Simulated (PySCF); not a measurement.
**Sn: excitation energy**

Sn [Kr] 4d10 5s2 5p2 (3P) → Sn [Kr] 4d10 5s1 5p2 5d1 (high-spin determinant), as a difference of total energies. Computed with PySCF 2.14 in aug-cc-pwCVTZ-DK3 with one added diffuse shell each of s, p, d, f type (11s10p8d5f1g, 125 functions), with the spin-free X2C one-electron Hamiltonian (Gaussian nucleus). Correlated levels: valence: [Kr] 4d10 frozen; valence and next inner shell: [Ar] 3d10 frozen. The calculations carry no spin-orbit coupling.

| method | excitation energy (eV) |
| --- | --- |
| UHF | 9.308 |
| LDA | 11.498 |
| PBE | 11.103 |
| PBE0 | 10.891 |
| r2SCAN | 10.880 |
| TPSSh | 10.936 |
| PW91 | 11.153 |
| revPBE | 10.936 |
| MP2 (valence) | 10.205 |
| SCS-MP2 (valence) | 10.482 |
| MP2 (valence and next inner shell) | 11.245 |
| SCS-MP2 (valence and next inner shell) | 11.326 |

Problem. How much does correlation contribute at MP2 (valence and next inner shell)?

Solution. 11.245 − (9.308) = 1.937 eV, measured against UHF.

A first-order spin-orbit estimate (lowest level to lowest level, LS coupling) adds 0.022 eV.

The upper state lies above the first ionisation limit, but in LS coupling its spin forbids autoionisation to the ground ion; at this Z spin-orbit coupling breaks that rule.

The promoted electron is Rydberg-like, and one or two diffuse shells describe it only roughly, which tends to raise the upper state.

The determinant of the upper state mixes LS terms, which raises its energy above the lowest term, most at the Hartree-Fock and MP2 levels.
